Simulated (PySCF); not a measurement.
## Ionisation energy of Ho⁶³⁺ by level of theory

Ho⁶³⁺ [He] 2s2 (1S) → Ho⁶⁴⁺ [He] 2s1 (2S), as a difference of total energies. Computed with PySCF 2.14 in an even-tempered Gaussian basis (18 s from 42 bohr⁻², ratio 2.2; 8 p from 63 bohr⁻², ratio 2.4; 5 d from 190 bohr⁻², ratio 2.4; 5 f from 280 bohr⁻², ratio 2.4; 4 g from 430 bohr⁻², ratio 2.4), with scalar relativity by spin-free X2C-1e. Correlated levels: nothing frozen; virtual orbitals above 40 to 60 times the deepest correlated orbital energy dropped. The calculations carry no spin-orbit coupling.

| method | ionisation energy (eV) |
| --- | --- |
| UHF | 15467.7 |
| LDA | 15459.4 |
| PBE | 15475.4 |
| PBE0 | 15473.8 |
| r2SCAN | 15465.1 |
| PBEsol | 15467.3 |
| TPSS | 15474.1 |
| MP2 (all electrons) | 15472.8 |
| SCS-MP2 (all electrons) | 15473.8 |

Problem. How much does correlation contribute at MP2 (all electrons)?

Solution. 15472.8 − (15467.7) = 5.1 eV, measured against UHF.

For this ion Breit and QED terms and the two-electron picture change, all absent here, outweigh the differences among the correlated methods.

For comparison: 15448 ± 19 eV (theoretical estimate listed by NIST; NIST Atomic Spectra Database, ionization energies).
